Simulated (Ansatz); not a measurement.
Calculated with Ansatz (gas phase, PBE0-D4/def2-TZVP geometries, no zero-point term in ΔE). CCSD(T)/CBS adds triple-zeta CCSD(T) − MP2 to the extrapolated MP2 energy (def2 sets, frozen cores). Functionals use def2-TZVPP. For Ge outer-core shells are correlated without core-valence functions, which leaves a few kJ/mol of doubt a bond. Scalar relativity is left out up to krypton. Each species was taken in one conformer, which may not be the lowest.

`C=N[C](=C)[GeH3]` + `NBS` → `NB[S][GeH3]` + `C=CN=C`  (ligand exchange at a Ge–C bond)

`C=N[C](=C)[GeH3]`:

Z-matrix (Å, degrees):
```
Ge
C 1 1.969
H 1 1.539 2 111.5
H 1 1.539 2 111.5 3 120.7
H 1 1.535 2 107.0 3 -119.7
N 2 1.401 1 123.6 3 -60.3
C 2 1.335 1 119.0 3 119.8
C 6 1.264 2 119.9 1 -0.2
H 7 1.083 2 121.9 1 0.0
H 7 1.086 2 119.9 1 180.0
H 8 1.088 6 119.0 2 -180.0
H 8 1.098 6 124.0 2 -0.0
```

`NBS`:

```xyz
7

N    -0.901    0.629   -0.426
B    -0.017   -0.303    0.108
S     1.734    0.128    0.325
H    -0.640    1.557   -0.714
H    -1.875    0.422   -0.559
H    -0.412   -1.384    0.424
H     2.111   -1.049    0.842
```

`NB[S][GeH3]`:

Z-matrix (Å, degrees):
```
Ge
S 1 2.222
H 1 1.536 2 110.0
H 1 1.535 2 106.1 3 -119.4
H 1 1.536 2 110.0 3 121.3
B 2 1.820 1 98.9 3 -60.5
N 6 1.391 2 119.8 1 180.0
H 6 1.197 2 121.0 1 -0.0
H 7 1.006 6 123.8 2 -0.0
H 7 1.005 6 122.2 2 180.0
```

`C=CN=C`:

```xyz
9

C    -1.678   -0.392    0.228
C    -0.455   -0.160   -0.236
N     0.570    0.257    0.609
C     1.709    0.458    0.093
H    -2.473   -0.717   -0.430
H    -1.897   -0.258    1.281
H    -0.221   -0.292   -1.296
H     2.530    0.785    0.727
H     1.916    0.319   -0.976
```

```
             level  ΔE (kcal/mol)
         r2SCAN-D4          -15.9
           ωB97X-V          -15.6
            B2PLYP          -16.0
              PBE0          -16.6
    MP2/def2-TZVPP          -14.8
CCSD(T)/def2-TZVPP          -14.5
SCS-MP2/def2-QZVPP          -15.2
    CCSD/CBS(def2)          -15.0
```

**Question.** What does CCSD(T)/CBS give? (An estimate is asked.)

**Answer.** The calculation gave: -14.6 kcal/mol. The listed levels differ from it by -1.3, -1.0, -1.4, -2.0, -0.2, 0.1, -0.6, -0.4 kcal/mol.

Largest T1 diagnostic among the species: 0.013.

The D4 term adds +0.9 kcal/mol with B3LYP and +0.5 kcal/mol with PBE0; it sums over pairs of atoms, weighted by their polarisabilities, and B3LYP, whose exchange is more repulsive, gets the larger term. In def2-TZVPP, CCSD(T) changes the Hartree–Fock value by +4.3 kcal/mol (the triples alone add +0.5 kcal/mol) and MP2 by +4.0 kcal/mol.

B3LYP here is the variant with VWN-RPA as its local correlation; programs differ in this.
